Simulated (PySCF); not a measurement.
The numbers below are computed, except where a source is named.
**Al4H7N4O(-)**

The system: Al4H7N4O(-), a small molecule (built as: end group O-); charge -1, singlet. The structure was relaxed in the gas phase by PBE0-D3(BJ)/def2-SVP. No frequency run checks that it is a minimum.

SMILES: [O-][Al-]12[NH+]3[AlH-]4[NH+]5[AlH-]3[NH+]1[AlH-]5[NH+]42

| atom | x (Å) | y (Å) | z (Å) |
| --- | --- | --- | --- |
| Al1 | 0.196 | -1.661 | 0.007 |
| N2 | 1.479 | -0.413 | 0.649 |
| Al3 | 0.142 | 0.586 | 1.561 |
| N4 | -1.187 | -0.701 | 0.972 |
| Al5 | -1.512 | 0.382 | -0.606 |
| N6 | -0.189 | -0.617 | -1.535 |
| Al7 | 1.230 | 0.727 | -1.006 |
| O8 | 2.378 | 1.410 | -1.953 |
| N9 | -0.245 | 1.648 | 0.033 |
| H10 | 0.331 | -3.258 | 0.053 |
| H11 | 2.445 | -0.570 | 0.913 |
| H12 | 0.228 | 1.107 | 3.075 |
| H13 | -1.898 | -1.126 | 1.558 |
| H14 | -2.990 | 0.710 | -1.133 |
| H15 | -0.164 | -0.889 | -2.512 |
| H16 | -0.253 | 2.658 | -0.054 |

Shieldings: GIAO PBE0/aug-pcSseg-1.  Core levels by delta-SCF with SCAN, aug-pcX-2 on the ionised atom and aug-pcseg-1 elsewhere, spin-free X2C (2p3/2 is the spin-free 2p value less a third of a first-order spin-orbit splitting); from the vacuum level, for chosen atoms.

(1) Give the NMR and core-level values of the distinct atoms.

(2) By CAM-B3LYP/def2-SVPD (TDDFT singlets, Tamm-Dancoff triplets, ionisation by delta-SCF), where does absorption start, and what does vertical ionisation take?

Results:

(1) 
| atoms | bonded to | σ (ppm) | δ (ppm) | core level (eV) |
| --- | --- | --- | --- | --- |
| Al1 Al3 Al5 | 3 N + 1 H | 445.6 | - | 2p3/2 75.94 |
| N2 N6 N9 | 3 Al + 1 H | 199.9 | - | 1s 399.36 |
| N4 | 3 Al + 1 H | 214.6 | - | 1s 399.74 |
| Al7 | 3 N + 1 O | 482.7 | - | 2p3/2 74.39 |
| O8 | 1 Al | 203.4 | - | 1s 528.62 |
| H10 H12 H14 | 1 Al | 26.72 | - | - |
| H11 H15 H16 | 1 N | 30.83 | - | - |
| H13 | 1 N | 31.30 | - | - |

Values are those of this one static structure; atoms that internal rotation interchanges would show their mean in an NMR spectrum.

(2) The lowest singlet lies at 4.18 eV (f 0.051), the lowest triplet at 4.02 eV; vertical ionisation takes 3.43 eV.

Excited states of gas-phase anions may lie above the detachment limit and hang on the basis.
